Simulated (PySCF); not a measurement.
Ground-state electric properties of a mixed set of molecules.

All values: CAM-B3LYP/def2-SVPD (PySCF) at GFN2-xTB geometries, gas phase, one conformer each. Core orbitals are frozen in the response; Δα² is half the sum of the squared differences of the principal polarisabilities. Dipoles and anisotropies that the point group forbids are given as zero.

**Question.** Rank by polarisability anisotropy Δα, lowest first.
A. `[NH2:1][Si@@H:2]([F:3])[NH:4][SiH2:5][CH2:6][F:7]` with H–N1–Si2–F3 -177° and 44°, N1–Si2–N4–Si5 -178°, Si2–N4–Si5–C6 -172°, N4–Si5–C6–F7 -56°
B. `[CH:1]#[C:2][C@@H:3]([F:4])[CH2:5][F:6]` with C2–C3–C5–F6 155°
C. `[F:1]/[CH:2]=[CH:3]\[CH:4]=[CH:5]/[F:6]` with C2–C3–C4–C5 180°
D. `C#C[Si@](F)(Cl)C#CC`

**Answer.** A (2.84 Å³), B (3.43 Å³), D (6.44 Å³), C (6.90 Å³).

**Question.** Rank by mean static polarisability, lowest first.
A. `N[Si@@H](F)N[SiH2]CF`
B. `C#C[C@@H](F)CF`
C. `F/C=C\C=C/F`
D. `C#C[Si@](F)(Cl)C#CC`

**Answer.** B (7.10 Å³), C (8.12 Å³), A (11.54 Å³), D (13.74 Å³).

**Question.** Rank by dipole moment, highest first.
A. `C#C[Si@](F)(Cl)C#CC`
B. `[CH:1]#[C:2][C@@H:3]([F:4])[CH2:5][F:6]` with C2–C3–C5–F6 155°
C. `[F:1]/[CH:2]=[CH:3]\[CH:4]=[CH:5]/[F:6]` with C2–C3–C4–C5 180°
D. `[NH2:1][Si@@H:2]([F:3])[NH:4][SiH2:5][CH2:6][F:7]` with H–N1–Si2–F3 -177° and 44°, N1–Si2–N4–Si5 -178°, Si2–N4–Si5–C6 -172°, N4–Si5–C6–F7 -56°

**Answer.** A (3.31 D), D (2.84 D), B (2.56 D), C (0.00 D).

All values together:

```
              SMILES     formula  μ (D)  HOMO (eV)  LUMO (eV)  α (Å³)  Δα (Å³)  electrons  α per electron (Å³)
N[Si@@H](F)N[SiH2]CF  CH8F2N2Si2   2.84      -9.28       0.98   11.54     2.84         74                0.156
 C#C[Si@](F)(Cl)C#CC   C5H4ClFSi   3.31      -9.55       0.12   13.74     6.44         74                0.186
      C#C[C@@H](F)CF      C4H4F2   2.56      -9.95       1.00    7.10     3.43         46                0.154
         F/C=C\C=C/F      C4H4F2   0.00      -8.11       0.09    8.12     6.90         46                0.176
```

Conformers: `[NH2:1][Si@@H:2]([F:3])[NH:4][SiH2:5][CH2:6][F:7]` with H–N1–Si2–F3 -177° and 44°, N1–Si2–N4–Si5 -178°, Si2–N4–Si5–C6 -172°, N4–Si5–C6–F7 -56°; `[CH:1]#[C:2][C@@H:3]([F:4])[CH2:5][F:6]` with C2–C3–C5–F6 155°; `[F:1]/[CH:2]=[CH:3]\[CH:4]=[CH:5]/[F:6]` with C2–C3–C4–C5 180°.
